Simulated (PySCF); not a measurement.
Radial density of Fe²⁺ (iron, charge +2)

BHandHLYP, [Ar] 3d5 4s1, high-spin 7S determinant (an excited configuration). All numbers are calculated (PySCF 2.14, the non-relativistic Hamiltonian (point nucleus), in def2-QZVPPD (11s6p5d4f2g, 100 functions)).

```tsv
r (bohr)	4πr²ρ (e/bohr)	4πr²(ρα − ρβ)
0.00104	0.1528	0.0001
0.00175	0.4166	0.0002
0.00294	1.108	0.0007
0.00494	2.825	0.0017
0.00831	6.710	0.0039
0.0140	14.16	0.0081
0.0235	24.55	0.0130
0.0395	31.11	0.0135
0.0665	26.77	0.0113
0.112	25.95	0.0719
0.188	34.83	0.4186
0.316	20.01	1.7855
0.532	14.24	4.5600
0.895	13.72	4.4521
1.51	3.194	1.7929
2.53	0.6294	0.6089
4.26	0.05202	0.0520
7.17	0.0002923	0.0003
```
